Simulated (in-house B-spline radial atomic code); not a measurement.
# Ionising Ho with different functionals

Computed with an all-electron radial atomic-structure program (B-spline basis): four-component Dirac-Coulomb Hamiltonian, Fermi nucleus of rms radius 5.2022 fm, spin-restricted, spherical fractional occupations for the functionals. The ionisation energy is the difference of two self-consistent energies, [Xe] 4f11 6s2 → [Xe] 4f11 6s1, without Breit or QED terms; ε is the level of the shell that loses the electron (mean over j).

Hybrids are left out here: with spherical fractional occupations of an open shell their exact exchange keeps a self-interaction that integer-occupation calculations don't have.

| method | rung | ΔSCF (eV) | -ε(6s) (eV) |
| --- | --- | --- | --- |
| LDA VWN5 | LDA | 6.52 | 3.94 |
| relativistic LDA | LDA | 6.51 | 3.93 |
| LDA PW92 | LDA | 6.52 | 3.94 |
| LDA exchange-only | LDA | 5.65 | 3.12 |
| PBE | GGA | 6.31 | 3.79 |
| PBEsol | GGA | 6.33 | 3.81 |
| BLYP | GGA | 6.27 | 3.67 |
| RPBE | GGA | 6.21 | 3.73 |
| PW91 | GGA | 6.35 | 3.83 |
| BP86 | GGA | 6.49 | 3.93 |
| AM05 | GGA | 6.27 | 3.74 |
| OLYP | GGA | 5.94 | 3.47 |

Question: How do they compare with the NIST value?

Answer: NIST lists 6.021 eV (measured, ground level to ground level). Errors run from -0.37 to +0.50 eV; OLYP is closest (-0.08 eV), but part of that can be cancellation, since the calculations leave out Breit-QED terms, spin polarisation, the choice among j levels, multiplet and fine-structure energies.
